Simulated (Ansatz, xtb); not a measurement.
**Ranking isomers of C3H8BFO2**

3 gas-phase structures of C3H8BFO2, from a drawn sample of its isomers (lower ones may exist). Each was relaxed with GFN2-xTB; where two conformers were screened, the lower at r2SCAN-D4/def2-SVP is listed:

A. `CCOB(F)OC`, a singlet
B. `CCCOB(O)F`, a singlet
C. `CC(C)OB(O)F`, a singlet

**Question.** Make a reasoned guess at their ranking by r2SCAN-D4/def2-SVP single-point energy.

**Answer.** Calculated order at r2SCAN-D4/def2-SVP: C (0.0), B (19.4), A (61.9) kJ/mol.

Energies above the lowest of each column, in kJ/mol; the last columns are at PBE0-D3(BJ)/def2-SVP geometries:

```csv
structure,GFN2-xTB,HF/STO-3G,r2SCAN-D4/def2-SVP,PBE0-D3(BJ)/def2-SVP,CCSD(T)/def2-SVP + ΔMP2/def2-TZVPP
C,0.0,0.0,0.0,0.0,0.0
B,14.4,15.9,19.4,17.8,20.2
A,38.9,10.8,61.9,63.0,70.8
```

Every level run on C puts it lowest or level with the lowest. Flexible structures stand in one conformer each, not always the lowest. ΔMP2 is the change of the MP2 energy from the smaller to the larger basis.

Programs: Ansatz 0.2.0, xtb 6.7.1.
